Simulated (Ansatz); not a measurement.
`[CH3][InH]` radical. Charge 0, multiplicity 2. In: def2 effective core potential. The geometry is a stationary point of PBE0-D4/def2-TZVP.

```xyz
6

C    -0.666    0.094   -0.309
In    0.900   -0.019    1.218
H    -0.242   -0.123   -1.291
H    -1.104    1.093   -0.308
H    -1.452   -0.627   -0.079
H     2.564   -0.418    0.769
```

Task: What is the dipole moment at PBE/def2-TZVPP? (Best estimate.)

Result: Computed: 0.73 D, with components (-0.69, 0.11, -0.20) D in this frame, pointing from negative to positive charge.

Task: And with r2SCAN, B3LYP, ωB97M-V? (Estimate.)

Result: The calculation gave: r2SCAN 0.72 D, B3LYP 0.71 D, ωB97M-V 0.64 D.

Task: Give the Mulliken charges with PBE, B3LYP, r2SCAN in def2-TZVPP. (Estimate.)

Result: The calculation gave: 
```
atom    PBE  B3LYP  r2SCAN
  C1  -0.55  -0.56   -0.48
 In2   0.36   0.40    0.38
  H3   0.12   0.12    0.09
  H4   0.11   0.11    0.09
  H5   0.11   0.11    0.09
  H6  -0.15  -0.17   -0.17
```

B3LYP here is the variant with VWN-RPA as its local correlation; programs differ in this.
